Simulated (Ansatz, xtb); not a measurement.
C4H6N2O: which of two isomers lies lower

Structure a is `COc1cn[nH]c1`, a singlet and structure b is `COc1ccn[nH]1`, a singlet. Both are isolated molecules in the gas phase, relaxed with r2SCAN-D4/def2-SVP; the shapes shown needn't be the lowest conformers.

a (Å):

```xyz
13

C     1.2358   -0.1571   -2.2761
C     1.0709   -0.5178    0.0202
C     2.0654   -1.5270    0.1147
C     0.6011   -0.3502    1.3190
N     2.1985   -1.9495    1.3774
N     1.3166   -1.2335    2.0707
O     0.6227    0.1734   -1.0496
H     1.0735   -1.2196   -2.5361
H     0.7741    0.4761   -3.0448
H     2.3238    0.0391   -2.2503
H     2.6849   -1.9618   -0.6689
H     1.2361   -1.3837    3.0696
H    -0.1590    0.3097    1.7307
```

b (Å):

```xyz
13

C     0.8885   -1.9642   -1.8574
C     1.1307   -0.9053    0.1965
C     1.8661    0.2148   -0.1753
C     2.0486    0.9064    1.0510
N     1.4861    0.2836    2.0809
N     0.9317   -0.8201    1.5356
O     0.6294   -1.9566   -0.4648
H     1.9743   -1.9841   -2.0566
H     0.4487   -1.0772   -2.3457
H     0.4246   -2.8729   -2.2602
H     2.2142    0.4893   -1.1679
H     2.5768    1.8466    1.2162
H     0.4289   -1.4848    2.1120
```

Quicker runs give these differences E(b) − E(a): GFN2-xTB −13.6 kJ/mol; HF/STO-3G −24.1 kJ/mol (at GFN2-xTB geometries); r2SCAN-D4/def2-SVP//GFN2-xTB −18.8 kJ/mol.

Estimate E(b) − E(a) at the level CCSD(T)/def2-SVP + ΔMP2/def2-TZVPP.

Calculated at CCSD(T)/def2-SVP + ΔMP2/def2-TZVPP: E(b) − E(a) = −18.6 kJ/mol, so structure b lies lower.

The same difference at several levels:

```json
{"level": "GFN2-xTB", "geometry": "GFN2-xTB", "E(b) − E(a) (kJ/mol)": "−13.6", "departure from the last row (kJ/mol)": "+5.0", "job, with rough time for the two": "optimisation, 0.21 s"}
{"level": "HF/STO-3G", "geometry": "GFN2-xTB", "E(b) − E(a) (kJ/mol)": "−24.1", "departure from the last row (kJ/mol)": "−5.5", "job, with rough time for the two": "single point, 0.68 s"}
{"level": "r2SCAN-D4/def2-SVP//GFN2-xTB", "geometry": "GFN2-xTB", "E(b) − E(a) (kJ/mol)": "−18.8", "departure from the last row (kJ/mol)": "−0.2", "job, with rough time for the two": "single point, 4.7 s"}
{"level": "r2SCAN-D4/def2-SVP", "geometry": "r2SCAN-D4/def2-SVP", "E(b) − E(a) (kJ/mol)": "−18.8", "departure from the last row (kJ/mol)": "−0.2", "job, with rough time for the two": "optimisation, 30 s"}
{"level": "HF/def2-SVP", "geometry": "r2SCAN-D4/def2-SVP", "E(b) − E(a) (kJ/mol)": "−32.4", "departure from the last row (kJ/mol)": "−13.8", "job, with rough time for the two": "part of the CCSD(T) run"}
{"level": "MP2/def2-SVP", "geometry": "r2SCAN-D4/def2-SVP", "E(b) − E(a) (kJ/mol)": "−15.7", "departure from the last row (kJ/mol)": "+2.9", "job, with rough time for the two": "part of the CCSD(T) run"}
{"level": "CCSD(T)/def2-SVP", "geometry": "r2SCAN-D4/def2-SVP", "E(b) − E(a) (kJ/mol)": "−19.5", "departure from the last row (kJ/mol)": "−0.9", "job, with rough time for the two": "single point"}
{"level": "CCSD(T)/def2-SVP + ΔMP2/def2-TZVPP", "geometry": "r2SCAN-D4/def2-SVP", "E(b) − E(a) (kJ/mol)": "−18.6", "departure from the last row (kJ/mol)": "", "job, with rough time for the two": "single point, 93 s"}
```

As drawn, both hold the same kinds of bond in the same numbers.

None of the levels shown reverses the order. The largest departure from CCSD(T)/def2-SVP + ΔMP2/def2-TZVPP is that of HF/def2-SVP, 13.8 kJ/mol. The last row adds to CCSD(T) the change of the MP2 difference between the two basis sets, here +0.9 kJ/mol.

With thermal terms from frequencies at re-optimised GFN2-xTB minima (ideal gas, soft modes damped towards free rotors, one conformer each, 298.15 K, 1 atm): on the last row, ΔE + ΔZPE = −18.4, ΔH = −18.3, ΔG = −18.6 kJ/mol.

The correlated steps freeze 7 core orbitals. Run with Ansatz 0.2.0, xtb 6.7.1; the last row on 2 threads of Intel(R) Xeon(R) Processor @ 2.70GHz on a shared host.
